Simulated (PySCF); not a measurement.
## Calculated data, CH$_{7}$Ge$_{2}$N, AlGeH$_{7}$N$_{2}$, GeH$_{6}$N$_{2}$Si, GeH$_{7}$NOSi

Calculation on a computer-drawn molecule: optimised geometry and harmonic frequencies of an isolated molecule of the commonest isotopes, restricted reference for singlets and unrestricted otherwise, frozen core in MP2; on germanium a core potential holds 10 electrons, which the energies leave out, and 3d is frozen in MP2 and coupled-cluster steps. Program: PySCF 2.14.0.

Common to all runs: charge 0; multiplicity 1; method HF; basis and core potential on germanium cc-pVDZ-PP ECP10MDF.

(1) CH$_{7}$Ge$_{2}$N

Start structure:
```xyz
11
CH7Ge2N
N     -1.2849     1.6262    -0.1446
Ge    -1.8997     0.5070     1.1237
C     -1.0473    -1.1910     0.9657
Ge     0.7082    -1.1855     0.4942
H     -1.2962     1.2172    -1.0872
H     -1.6808     2.5240    -0.2002
H     -1.7183     1.3046     2.3702
H     -3.4399     0.1862     1.0710
H     -1.3051    -2.0065     1.6478
H      1.2928    -0.1996    -0.4998
H      1.5225    -2.5827     0.2749
```

* basis: cc-pVDZ
* rotational constants: 7.116, 1.09, 0.9624 GHz
* total energy: -683.0899 hartree
* convergence status largest gradient component: 4.179e-05 hartree/bohr

Drawn bonds:
```
atom  other atom  order
   1           2      1
   2           3      1
   3           4      2
   1           5      1
   1           6      1
   2           7      1
   2           8      1
   3           9      1
   4          10      1
   4          11      1
```

Optimised structure:
```xyz
11
CH7Ge2N
N     -1.2862     1.6011    -0.2112
Ge    -1.9378     0.4976     1.1213
C     -0.8678    -1.1062     1.1261
Ge     0.6896    -1.3054     0.3162
H     -1.5693     1.3317    -1.1385
H     -1.5354     2.5680    -0.0886
H     -1.8219     1.3050     2.4232
H     -3.4226     0.1284     0.9268
H     -1.2434    -1.9697     1.6680
H      1.3856    -0.2322    -0.4965
H      1.4606    -2.6186     0.3689
```

Modes:
```
frequency (cm⁻¹)  reduced mass (dalton)
            86.2                  2.221
           116.7                  5.013
           195.2                  1.227
           255.4                  3.122
           302.2                  1.319
           483.7                  1.655
           535.2                  1.125
           557.6                  1.091
           635.4                  1.533
           695.3                  2.775
           703.7                  1.799
           737.4                  1.147
           805.3                  1.111
           852.3                  1.168
           929.7                  1.243
           960.7                  1.151
           984.7                  1.204
           996.7                  1.175
            1215                  1.846
            1703                  1.095
            2161                  1.022
            2204                  1.016
            2260                  1.021
            2304                  1.019
            3318                  1.087
            3729                  1.051
            3815                  1.093
```

(2) AlGeH$_{7}$N$_{2}$

Start structure:
```xyz
11
AlGeH7N2
N      1.3030     0.3980    -0.8370
Ge     0.8755    -1.2542    -0.3663
N      0.2718    -1.0991     1.3497
Al    -1.3325    -1.5914     2.0687
H      1.7217     0.5996    -1.7617
H      0.5871     1.1741    -0.7714
H      2.2216    -1.9650    -0.3849
H     -0.2284    -1.9515    -1.1497
H      0.8907    -0.6738     1.9088
H     -1.4855    -3.0288     2.5864
H     -2.6449    -0.7876     1.9418
```

* basis: cc-pV(D+d)Z
* rotational constants: 10.62, 1.567, 1.462 GHz
* total energy: -648.3201 hartree
* convergence status largest gradient component: 3.677e-05 hartree/bohr

Drawn bonds:
```
atom  other atom  order
   1           2      1
   2           3      1
   3           4      1
   1           5      1
   1           6      1
   2           7      1
   2           8      1
   3           9      1
   4          10      1
   4          11      1
```

Optimised structure:
```xyz
11
AlGeH7N2
N      1.4480     0.5234    -0.7268
Ge     0.7416    -1.1505    -0.4464
N      0.2041    -1.2401     1.3070
Al    -1.3241    -1.7411     2.0610
H      1.9485     0.6248    -1.5935
H      0.7845     1.2763    -0.6592
H      1.8780    -2.1313    -0.7594
H     -0.4913    -1.4839    -1.2982
H      0.9455    -0.9525     1.9270
H     -1.4335    -1.7150     3.6365
H     -2.5211    -2.1896     1.1364
```

Modes:
```
frequency (cm⁻¹)  reduced mass (dalton)
           52.08                  2.687
           143.9                   2.03
           173.7                  1.687
           195.3                  1.357
           269.1                  2.186
           488.9                  1.852
           550.7                  1.152
           574.7                  1.136
           593.9                  1.347
           658.3                  1.192
           689.3                  2.876
           721.3                  2.249
           757.2                    1.2
           837.3                  1.095
           863.2                  1.247
             914                  2.036
           970.4                   1.08
           996.3                    1.2
            1226                  1.318
            1697                  1.098
            1989                  1.055
            2000                  1.029
            2201                  1.024
            2227                  1.015
            3731                  1.051
            3747                  1.074
            3822                  1.094
```

(3) GeH$_{6}$N$_{2}$Si

Start structure:
```xyz
10
GeH6N2Si
N      0.7506     0.9588    -2.3007
Ge    -0.6186     1.5319    -1.3157
N     -0.9742     0.4092     0.0187
Si    -1.0385    -1.2648     0.1782
H      1.5590     0.7385    -1.8084
H      0.9653     1.5286    -3.1235
H     -0.4643     2.8973    -0.5723
H     -1.8059     1.7177    -2.1858
H     -0.9155    -2.3711    -0.7299
H     -1.2224    -1.6892     1.6316
```

- basis: cc-pV(D+d)Z
- rotational constants: 8.319, 1.909, 1.593 GHz
- total energy: -694.6880 hartree
- convergence status largest gradient component: 3.738e-06 hartree/bohr

Drawn bonds:
```
atom  other atom  order
   1           2      1
   2           3      1
   3           4      2
   1           5      1
   1           6      1
   2           7      1
   2           8      1
   4           9      1
   4          10      1
```

Optimised structure:
```xyz
10
GeH6N2Si
N      0.6389     0.8525    -2.3634
Ge    -0.6449     1.5649    -1.2378
N     -1.2142     0.3221    -0.0508
Si    -1.0202    -1.1964     0.2716
H      1.5629     0.8155    -1.9661
H      0.7107     1.3355    -3.2436
H     -0.1138     2.7674    -0.4424
H     -1.8009     2.0003    -2.1439
H     -0.1180    -2.1576    -0.3934
H     -1.7651    -1.8473     1.3621
```

Modes:
```
frequency (cm⁻¹)  reduced mass (dalton)
           78.09                  3.139
           89.91                  2.377
             144                  1.113
           251.9                  1.374
           284.6                  4.054
           541.2                  4.149
           559.7                  1.203
           641.7                  1.794
           697.5                   2.53
             746                  1.189
           759.3                    1.3
           764.8                  1.134
           883.3                  1.074
           956.5                  1.027
           986.4                  1.148
            1090                  1.052
            1366                  12.83
            1702                  1.096
            2192                  1.023
            2229                  1.016
            2337                  1.046
            2362                  1.039
            3723                  1.051
            3809                  1.093
```

(4) GeH$_{7}$NOSi

Start structure:
```xyz
11
GeH7NOSi
N     -0.0102     1.4377     1.0464
Ge    -0.9974     0.2664     0.1594
O     -0.0520    -1.1690     0.4397
Si    -1.2307     0.8370    -2.0318
H     -0.4170     2.3677     1.3641
H      0.5318     1.0878     1.9589
H     -2.3921    -0.0680     0.9938
H     -0.3314    -1.9548     0.0873
H     -2.2517     2.0126    -2.1733
H     -1.8656    -0.2495    -2.8041
H     -0.0451     1.1420    -2.5883
```

- basis: cc-pV(D+d)Z
- rotational constants: 5.218, 2.426, 1.926 GHz
- total energy: -715.7334 hartree
- convergence status largest gradient component: 1.95e-05 hartree/bohr

Drawn bonds:
```
atom  other atom  order
   1           2      1
   2           3      1
   2           4      1
   1           5      1
   1           6      1
   2           7      1
   3           8      1
   4           9      1
   4          10      1
   4          11      1
```

Optimised structure:
```xyz
11
GeH7NOSi
N      0.0046     1.4621     1.1193
Ge    -0.9565     0.1854     0.2253
O      0.1131    -1.2434     0.2816
Si    -1.3031     0.8923    -2.0454
H     -0.4059     2.3799     1.1280
H      0.2491     1.2122     2.0626
H     -2.2721    -0.2225     0.9250
H     -0.3378    -2.0739     0.3196
H     -2.0744     2.1596    -2.0695
H     -2.0752    -0.1427    -2.7743
H     -0.0032     1.1010    -2.7199
```

Modes:
```
frequency (cm⁻¹)  reduced mass (dalton)
           85.69                  1.111
           107.6                  1.341
           126.5                  2.864
           144.7                  1.174
           166.5                  3.304
           273.8                  2.611
           366.2                  7.778
           539.1                  1.146
           552.8                  1.188
           591.2                  1.352
           713.3                  4.648
             730                  6.052
           790.5                  1.092
           807.5                  1.077
           940.9                  1.145
           965.2                  1.131
           991.6                  1.136
            1022                  1.036
            1023                  1.036
            1692                  1.099
            2154                   1.02
            2298                  1.044
            2305                  1.035
            2325                  1.041
            3733                  1.051
            3826                  1.094
            4165                  1.067
```

(5) CH$_{7}$Ge$_{2}$N

Start structure:
```xyz
11
CH7Ge2N
N      0.2188    -1.7914     1.3358
Ge    -0.1544    -0.2694     0.4755
C      0.8543     1.2602     0.8827
Ge     1.0771     1.7110     2.7731
H     -0.2291    -2.6456     1.1707
H      0.4300    -1.7635     2.3506
H     -0.4026    -0.7912    -0.9815
H      0.5363     2.1124     0.2571
H     -0.0690     2.2880     3.5496
H      2.1940     2.7018     2.7783
H      1.6431     0.4809     3.5273
```

- basis: cc-pVDZ
- rotational constants: 7.725, 1.031, 0.9208 GHz
- total energy: -683.0912 hartree
- convergence status largest gradient component: 1.165e-05 hartree/bohr

Drawn bonds:
```
atom  other atom  order
   1           2      1
   2           3      2
   3           4      1
   1           5      1
   1           6      1
   2           7      1
   3           8      1
   4           9      1
   4          10      1
   4          11      1
```

Optimised structure:
```xyz
11
CH7Ge2N
N      0.3931    -1.8860     1.3160
Ge     0.1168    -0.3459     0.4208
C      0.4473     1.2786     1.0219
Ge     1.0871     1.7496     2.7729
H     -0.1872    -2.6706     1.0855
H      0.5538    -1.8378     2.3051
H     -0.4040    -0.6895    -0.9657
H      0.2842     2.0751     0.3023
H      0.1404     2.7314     3.4839
H      2.4771     2.4069     2.7360
H      1.1900     0.4815     3.6405
```

Modes:
```
frequency (cm⁻¹)  reduced mass (dalton)
           105.9                  2.276
           112.3                  1.439
           162.4                  3.466
           233.9                  3.525
           254.5                  1.271
           440.6                  1.339
           507.5                  1.054
           519.4                   1.96
           644.7                  1.045
           671.7                  1.386
             678                  1.216
           758.4                  4.401
           807.7                   1.26
             920                  1.293
             957                  1.021
           972.6                  1.215
           974.5                  1.107
             991                  1.252
            1212                  1.816
            1686                  1.106
            2173                  1.023
            2175                  1.023
            2208                  1.012
            2279                   1.02
            3318                  1.086
            3767                   1.05
            3872                  1.097
```
